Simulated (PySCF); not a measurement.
Electronic structure of Sr (strontium, neutral) at the UHF level

Configuration: [Kr] 4d2, high-spin 3F determinant (an excited configuration). Calculation: PySCF 2.14, in def2-TZVPPD with the def2 core potential (28 electrons); scalar relativity through the core potential.

| Property | Result |
| --- | --- |
| Total energy | -30.184505 hartree |
| One-electron energy | -50.1708 hartree |
| Hartree (Coulomb) energy | 23.9605 hartree |
| Exchange energy | -3.9741 hartree |
| ⟨S²⟩ | 2.0016 |
| ⟨L²⟩ | 12.003 |
| Sum of ⟨r⟩ | 20.84 bohr |
| Sum of ⟨r²⟩ | 65.96 bohr² |

```
shell  electrons  mean orbital energy (eV)  rms radius, mean of both spins (bohr)
 4s α          1                   -51.494                                   1.47
 4s β          1                   -51.012                                   1.47
 4p α          3                   -28.700                                   1.71
 4p β          3                   -27.789                                   1.71
 4d α          2                    -2.766                                   4.70
```

Energies and moments cover only the electrons outside the core potential.
